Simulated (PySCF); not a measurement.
Species: C₅H₇NO₂.
Numbering: `[CH3:1][O:2][C@@:3]1([CH3:4])[O:5][C@H:6]1[C:7]#[N:8]` (hydrogens: H9, H10, H11 on C1; H12, H13, H14 on C4; H15 on C6)

Geometry (GFN2-xTB, Å), atoms numbered from 1 in this order:
```
atom  x, y, z in Å
C1     1.9757   -0.4486    0.2045
O2     0.6620   -0.4234    0.7419
C3    -0.2740    0.2115   -0.0476
C4    -0.3766    1.7092    0.1309
O5    -0.4662   -0.2934   -1.3294
C6    -1.4861   -0.5750   -0.3960
C7    -1.6211   -1.9271    0.0507
N8    -1.7415   -3.0060    0.4075
H9     1.9711   -0.8714   -0.8034
H10    2.4135    0.5541    0.1792
H11    2.5510   -1.0851    0.8721
H12   -0.6328    1.9317    1.1641
H13   -1.1328    2.1167   -0.5341
H14    0.5812    2.1699   -0.1018
H15   -2.4279   -0.0550   -0.5606
```

Vertical excitations from PySCF (density fitting, frozen core in the response, grid level 2 and gas phase unless stated; continuum runs use non-equilibrium linear response for the excitations) on a GFN2-xTB geometry. Reference run:

```tsv
settings	S1, eV (f)	S2, eV (f)	S3, eV (f)	S4, eV (f)	S5, eV (f)	S6, eV (f)	T1, eV (Tamm–Dancoff)	mean α (au)
PBE0/def2-SVPD, full TDDFT, 6 singlets	6.94 (0.066)	7.12 (0.004)	7.34 (0.018)	7.46 (0.008)	7.77 (0.008)	7.89 (0.019)	5.82	69.6
```

**Question.** What do these settings give: (1) PBE0/pcSseg-1, TDA, 6 singlets; (2) PBE0/pcseg-1, IEF-PCM chloroform, damping 0.3 at the start, DIIS from the seventh cycle, start guess huckel, TDA, 6 singlets?

**Answer.** 
| settings | S1, eV (f) | S2, eV (f) | S3, eV (f) | S4, eV (f) | S5, eV (f) | S6, eV (f) | T1, eV (Tamm–Dancoff) | mean α (au) |
| --- | --- | --- | --- | --- | --- | --- | --- | --- |
| PBE0/pcSseg-1, TDA, 6 singlets | 7.06 (0.064) | 7.19 (0.007) | 7.40 (0.017) | 7.55 (0.017) | 7.91 (0.001) | 8.05 (0.043) | – | 61.1 |
| PBE0/pcseg-1, IEF-PCM chloroform, damping 0.3 at the start, DIIS from the seventh cycle, start guess huckel, TDA, 6 singlets | 6.88 (0.086) | 7.06 (0.006) | 7.30 (0.020) | 7.48 (0.022) | 7.89 (0.034) | 8.03 (0.049) | – | 71.7 |

(1) S1 moves by +0.12 eV; basis and response scheme change together, so the shift can't be laid on one. (2) S1 moves by -0.06 eV; basis, environment and response scheme change together, so the shift can't be laid on one. States are counted by energy in each run and needn't keep their character from row to row.

**Question.** Which orbital pairs make up S1 in each run, and how does it sit against the orbital gap?

**Answer.** 
```json
{"settings": "PBE0/def2-SVPD, full TDDFT, 6 singlets", "S1 configurations (weight)": "H→L 0.61, H−1→L 0.20", "S1 (eV)": "6.94", "orbital gap (eV)": "8.20", "S1 − gap (eV)": "-1.26"}
{"settings": "PBE0/pcSseg-1, TDA, 6 singlets", "S1 configurations (weight)": "H→L 0.51, H−1→L 0.20", "S1 (eV)": "7.06", "orbital gap (eV)": "8.29", "S1 − gap (eV)": "-1.23"}
{"settings": "PBE0/pcseg-1, IEF-PCM chloroform, damping 0.3 at the start, DIIS from the seventh cycle, start guess huckel, TDA, 6 singlets", "S1 configurations (weight)": "H→L 0.89", "S1 (eV)": "6.88", "orbital gap (eV)": "8.06", "S1 − gap (eV)": "-1.18"}
```

The species at its GFN2-xTB geometry (one conformer only).
